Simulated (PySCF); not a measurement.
PySCF job for H₂OSSn, SMILES [OH][Sn][SH] (connectivity only; charge and spin as stated), neutral, multiplicity 1, TDA-B3LYP/def2-SVPD. Geometry optimised at PBE0-D3(BJ)/def2-TZVP. The def2 effective core potentials stand for the cores of Sn; spin–orbit coupling is left out. Other conformers were not sampled.

```python
import numpy as np
from pyscf import gto, scf, dft, tdscf

mol = gto.M(
    atom='''
    Sn   -0.35765613    0.45805113    0.00000000
    O     1.48650031    1.16291686    0.00000000
    H     2.19804547    0.51707300    0.00000000
    S     0.29775727   -1.89898203    0.00000000
    H    -0.97135790   -2.33925172    0.00000000
    ''',
    basis='def2-SVPD',
    ecp={'Sn': 'def2-svp'},
    charge=0,
    spin=0,
    symmetry=True,
    max_memory=1600,
    verbose=4,
)
mf = dft.RKS(mol, xc='b3lyp').density_fit(auxbasis='def2-universal-jkfit')
mf.grids.level = 3
mf.conv_tol = 1e-9
mf.max_cycle = 100
mf.kernel()
mf.grids = dft.Grids(mol).set(level=1).build(with_non0tab=True)  # coarser grid for the response kernel
td = tdscf.TDA(mf)
td.singlet = True
td.nstates = 10
td.conv_tol = 1e-4
td.kernel(x0=td.get_init_guess(mf, 15))
td.analyze()
tt = tdscf.TDA(mf)
tt.singlet = False
tt.nstates = 4
tt.conv_tol = 1e-4
tt.kernel(x0=tt.get_init_guess(mf, 9))
tt.analyze(verbose=3)
```

It prints:

```
PySCF version 2.14.0

[INPUT] verbose = 4
[INPUT] num. atoms = 5
[INPUT] num. electrons = 48
[INPUT] charge = 0
[INPUT] spin (= nelec alpha-beta = 2S) = 0
[INPUT] symmetry True subgroup None
[INPUT] Mole.unit = angstrom
[INPUT] Symbol           X                Y                Z      unit          X                Y                Z       unit  Magmom
[INPUT]  1 Sn    -0.357656130000   0.458051130000   0.000000000000 AA   -0.675872132472   0.865591186748   0.000000000000 Bohr   0.0
[INPUT]  2 O      1.486500310000   1.162916860000   0.000000000000 AA    2.809078469981   2.197594371039   0.000000000000 Bohr   0.0
[INPUT]  3 H      2.198045470000   0.517073000000   0.000000000000 AA    4.153703947641   0.977126356407   0.000000000000 Bohr   0.0
[INPUT]  4 S      0.297757270000  -1.898982030000   0.000000000000 AA    0.562679691898  -3.588555952171   0.000000000000 Bohr   0.0
[INPUT]  5 H     -0.971357900000  -2.339251720000   0.000000000000 AA   -1.835600399933  -4.420545087218   0.000000000000 Bohr   0.0

nuclear repulsion = 167.130902190966
point group symmetry = Cs
symmetry origin: [-3.23242628e-09  4.47566718e-09  0.00000000e+00]
symmetry axis x: [1.00000000e+00 4.08809291e-09 0.00000000e+00]
symmetry axis y: [-4.08809291e-09  1.00000000e+00  0.00000000e+00]
symmetry axis z: [0. 0. 1.]
num. orbitals of irrep A' = 69
num. orbitals of irrep A" = 29
number of shells = 40
number of NR pGTOs = 165
number of NR cGTOs = 98
basis = def2-SVPD
ecp = {'Sn': 'def2-svp'}


[settings echo left out]
init E= -665.978250456002
HOMO (A') = -0.722164363039404  LUMO (A') = -0.609776801058509  gap/eV = 3.05822
cycle= 1 E= -685.912273654852  delta_E= -19.9  |g|=  3.1  |ddm|= 9.69
HOMO (A') = -0.0513569895037501  LUMO (A') = -0.018515147003954  gap/eV = 0.89367
cycle= 2 E= -610.011071138527  delta_E= 75.9  |g|= 11.5  |ddm|= 15.5
HOMO (A') = -0.24560437246857  LUMO (A') = -0.0863394719681764  gap/eV = 4.33382
cycle= 3 E= -688.625402352686  delta_E= -78.6  |g|= 0.883  |ddm|= 12.9
HOMO (A") = -0.159981560409295  LUMO (A") = -0.0761691843228416  gap/eV = 2.28065
cycle= 4 E= -688.50048436351  delta_E= 0.125  |g|= 1.11  |ddm|=  2.7
HOMO (A') = -0.256016015524757  LUMO (A") = -0.0867913549042134  gap/eV = 4.60484
cycle= 5 E= -688.888947546893  delta_E= -0.388  |g|= 0.241  |ddm|=  1.5
HOMO (A') = -0.268418155538907  LUMO (A") = -0.0940438290111985  gap/eV = 4.74497
cycle= 6 E= -688.896649578288  delta_E= -0.0077  |g|= 0.136  |ddm|= 0.343
HOMO (A') = -0.263616996675765  LUMO (A") = -0.0930612155463058  gap/eV = 4.64106
cycle= 7 E= -688.901160490793  delta_E= -0.00451  |g|= 0.0226  |ddm|= 0.17
HOMO (A') = -0.265359317563664  LUMO (A") = -0.0943616104425447  gap/eV = 4.65308
cycle= 8 E= -688.901285510032  delta_E= -0.000125  |g|= 0.00663  |ddm|= 0.0344
HOMO (A') = -0.265013889469017  LUMO (A") = -0.0937058700295523  gap/eV = 4.66153
cycle= 9 E= -688.901300570049  delta_E= -1.51e-05  |g|= 0.00106  |ddm|= 0.0103
HOMO (A') = -0.264927655134713  LUMO (A") = -0.0936410131982583  gap/eV = 4.66095
cycle= 10 E= -688.901300935436  delta_E= -3.65e-07  |g|= 0.000167  |ddm|= 0.00153
HOMO (A') = -0.264935086868121  LUMO (A") = -0.0936405136554512  gap/eV = 4.66116
cycle= 11 E= -688.901300945471  delta_E= -1e-08  |g|= 6.71e-05  |ddm|= 0.00032
HOMO (A') = -0.264932283724555  LUMO (A") = -0.0936389203630954  gap/eV = 4.66113
cycle= 12 E= -688.901300947054  delta_E= -1.58e-09  |g|= 1.11e-05  |ddm|= 0.000115
HOMO (A') = -0.264932852604943  LUMO (A") = -0.0936403119123783  gap/eV = 4.66111
cycle= 13 E= -688.901300947099  delta_E= -4.5e-11  |g|= 3.04e-06  |ddm|= 2.26e-05
HOMO (A') = -0.264932482837885  LUMO (A") = -0.0936403874278708  gap/eV = 4.66110
Extra cycle  E= -688.901300947098  delta_E= 1.36e-12  |g|= 4.49e-06  |ddm|= 1.27e-05
converged SCF energy = -688.901300947098
tot grids = 24472


******** <class 'pyscf.tdscf.rks.TDA'> for <class 'pyscf.df.df_jk.DFSymAdaptedRKS'> ********
nstates = 10 singlet
deg_eia_thresh = 1.000e-03
wfnsym = None
conv_tol = 0.0001
eigh lindep = 1e-12
eigh level_shift = 0
eigh max_cycle = 100


Excitation energies (eV)
[3.9994519  4.28782983 5.14442093 5.47853843 5.71753181 5.90076315
 5.9904925  6.09631834 6.16596732 6.71871269]

** Singlet excitation energies and oscillator strengths **
Excited State   1:   A"      3.99945 eV    310.00 nm  f=0.0363
      24 -> 25        0.69368
Excited State   2:   A'      4.28783 eV    289.15 nm  f=0.0284
      23 -> 25       -0.66846
      24 -> 26       -0.18048
Excited State   3:   A"      5.14442 eV    241.01 nm  f=0.0118
      22 -> 25        0.68923
      23 -> 26       -0.10059
Excited State   4:   A"      5.47854 eV    226.31 nm  f=0.0088
      23 -> 26       -0.69449
Excited State   5:   A'      5.71753 eV    216.85 nm  f=0.0003
      21 -> 25       -0.61314
      24 -> 26        0.14774
      24 -> 27       -0.23381
      24 -> 28        0.14217
Excited State   6:   A'      5.90076 eV    210.12 nm  f=0.1418
      21 -> 25        0.23528
      22 -> 26       -0.10687
      22 -> 27        0.10898
      24 -> 26        0.52370
      24 -> 27       -0.33011
      24 -> 28        0.10165
Excited State   7:   A"      5.99049 eV    206.97 nm  f=0.0417
      23 -> 27        0.66128
      23 -> 28        0.22758
Excited State   8:   A'      6.09632 eV    203.38 nm  f=0.0348
      24 -> 26        0.17996
      24 -> 27        0.45587
      24 -> 28        0.49526
Excited State   9:   A"      6.16597 eV    201.08 nm  f=0.0002
      23 -> 27       -0.23467
      23 -> 28        0.65196
      23 -> 29       -0.10329
Excited State  10:   A'      6.71871 eV    184.54 nm  f=0.9294
      21 -> 25       -0.10153
      22 -> 26        0.21091
      23 -> 25       -0.11417
      24 -> 26        0.30681
      24 -> 27        0.29880
      24 -> 28       -0.42869
      24 -> 29       -0.13667

** Transition electric dipole moments (AU) **
state          X           Y           Z        Dip. S.      Osc.
  1         0.0000     -0.0000      0.6083      0.3700      0.0363
  2         0.0420     -0.5179      0.0000      0.2700      0.0284
  3         0.0000     -0.0000      0.3064      0.0939      0.0118
  4        -0.0000     -0.0000     -0.2564      0.0657      0.0088
  5         0.0470     -0.0086     -0.0000      0.0023      0.0003
  6        -0.5996     -0.7884      0.0000      0.9811      0.1418
  7        -0.0000      0.0000      0.5331      0.2842      0.0417
  8        -0.0680     -0.4781     -0.0000      0.2332      0.0348
  9         0.0000      0.0000     -0.0380      0.0014      0.0002
 10         0.8915     -2.2025     -0.0000      5.6461      0.9294

WARN: ECP detected. Skipping calculation of transition velocity and magnetic dipole moments, which have not yet been implemented.



******** <class 'pyscf.tdscf.rks.TDA'> for <class 'pyscf.df.df_jk.DFSymAdaptedRKS'> ********
nstates = 4 triplet
deg_eia_thresh = 1.000e-03
wfnsym = None
conv_tol = 0.0001
eigh lindep = 1e-12
eigh level_shift = 0
eigh max_cycle = 100


Excitation energies (eV)
[3.02192904 3.45513291 4.74241187 4.76426087]

** Triplet excitation energies and oscillator strengths **
Excited State   1:   A"      3.02193 eV    410.28 nm  f=0.0000
Excited State   2:   A'      3.45513 eV    358.84 nm  f=0.0000
Excited State   3:   A'      4.74241 eV    261.44 nm  f=0.0000
Excited State   4:   A'      4.76426 eV    260.24 nm  f=0.0000
```

The calculation finished and met its thresholds.

Cost: about 50 core-seconds (a rough figure).
